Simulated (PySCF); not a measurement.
C6H6N2.
Numbering: `[H]/[N:1]=[CH:2]\[c:3]1[cH:4][cH:5][cH:6][cH:7][n:8]1`

NICS = −σ at a ghost point: NICS(0) at the centroid of the ring atoms, NICS(1) 1 Å to either side along the normal of their mean plane, zz for the tensor component along that normal. Level: GIAO PBE0/pcSseg-1 (PySCF, non-relativistic, gas phase) on the GFN2-xTB geometry, one conformer.

Ring bond lengths (Å), with Mayer bond orders in brackets: C3–C4 1.395 (1.29), C4–C5 1.385 (1.43), C5–C6 1.386 (1.43), C6–C7 1.389 (1.38), C7–N8 1.316 (1.52), N8–C3 1.333 (1.47).

Give the NICS values of each ring in ppm.

| ring | type | NICS(0) | NICS(1), two faces | NICS(1)zz, two faces | rms pucker (Å) | centre to ring atoms, mean (Å) |
| --- | --- | --- | --- | --- | --- | --- |
| C3–C4–C5–C6–C7–N8 | 6-membered ring with N; formal bonds all aromatic | -7.0 | -11.1 / -11.1 | -27.6 / -27.6 | 0.00 | 1.37 |

What can be read from them?

- C3–C4–C5–C6–C7–N8: mean NICS(1)zz -27.6 ppm, shielded. For a flat ring without four-coordinate atoms the NICS criterion counts such a value as aromatic.

What does the geometric index give? HOMA = 1 − mean of α(R − Ropt)² over the ring bonds, with Krygowski's 1993 parameters (CC: Ropt 1.388 Å, α 257.7 Å⁻²; CN: Ropt 1.334 Å, α 93.52 Å⁻²).

- C3–C4–C5–C6–C7–N8: HOMA 0.99; the largest term is that of C7–N8, α(R − Ropt)² = 0.03. The geometric and the magnetic index point the same way.

At the second NICS(1) probe listed for ring C3–C4–C5–C6–C7–N8, 1 Å off the ring, how large is the induced field along the normal in 14.1 T applied along it?

NICSzz × B0 = -27.6 ppm × 14.1 T = -389 μT, against the applied field.

On an Arm Neoverse V2 with one thread (shared host), this took 18 s wall. This is the whole shielding run at PBE0/pcSseg-1, SCF included.

Conformer computed: `[H]/[N:1]=[CH:2]\[c:3]1[cH:4][cH:5][cH:6][cH:7][n:8]1`: N1–C2–C3–C4 180°.
